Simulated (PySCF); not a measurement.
Computed vibrations of Er(SH)3

Er(SH)3 (singlet in the valence; each metal's 4f electrons, 11 of them, lie in its core potential, out of spins and levels). PySCF 2.14.0, RKS PBE0, Er lcecp-1-SVP with ECP57, S def2-SVP, H def2-SVP; non-relativistic Hamiltonian with scalar-relativistic core potentials where named; density fitting; no spin-orbit coupling. Central differences of gradients.

```xyz
7

Er    0.0000    0.0000   -0.0166
S     2.5169   -0.4236    0.0265
H     2.8352    0.8928    0.0692
S    -0.8916    2.3915    0.0265
H    -2.1908    2.0089    0.0692
S    -1.6253   -1.9679    0.0265
H    -0.6444   -2.9018    0.0692
```

Run from Python with OMP_NUM_THREADS=2. Where DIIS fails, smearing, a level shift and second-order steps follow.
It took 54 s on 2 threads of Arm Neoverse V1 (shared host).

(1) What are the harmonic wavenumbers and infrared intensities?

(2) Is this a minimum?

An lcecp potential fixes the number of 4f electrons, so in runs with it no electron can move into or out of that shell.

Answers

(1) Modes are labelled in C3; negative numbers are unstable modes, those under 60 cm⁻¹ near the noise; a finer grid moves soft modes by up to 10 cm⁻¹.
```json
{"cm⁻¹": "28", "km/mol": "17.7", "symmetry": "a"}
{"cm⁻¹": "60", "km/mol": "5.1", "symmetry": "e"}
{"cm⁻¹": "60", "km/mol": "5.1", "symmetry": "e"}
{"cm⁻¹": "164", "km/mol": "59.8", "symmetry": "a"}
{"cm⁻¹": "196", "km/mol": "0.0", "symmetry": "e"}
{"cm⁻¹": "196", "km/mol": "0.0", "symmetry": "e"}
{"cm⁻¹": "294", "km/mol": "0.0", "symmetry": "a"}
{"cm⁻¹": "317", "km/mol": "58.2", "symmetry": "e"}
{"cm⁻¹": "317", "km/mol": "58.2", "symmetry": "e"}
{"cm⁻¹": "368", "km/mol": "0.0", "symmetry": "a"}
{"cm⁻¹": "426", "km/mol": "36.7", "symmetry": "e"}
{"cm⁻¹": "426", "km/mol": "36.7", "symmetry": "e"}
{"cm⁻¹": "2688", "km/mol": "2.4", "symmetry": "e"}
{"cm⁻¹": "2688", "km/mol": "2.4", "symmetry": "e"}
{"cm⁻¹": "2688", "km/mol": "0.0", "symmetry": "a"}
```

(2) Yes, within the noise of the softest modes. Ideal gas at 298.15 K and 1 bar: S = 424.1 J/(mol K), Cp = 120.5 J/(mol K), H − H(0 K) = 26.7 kJ/mol (rigid rotor, harmonic modes, spin degeneracy alone, that of the 4f electrons in the core included; the modes under 60 cm⁻¹ make these uncertain).
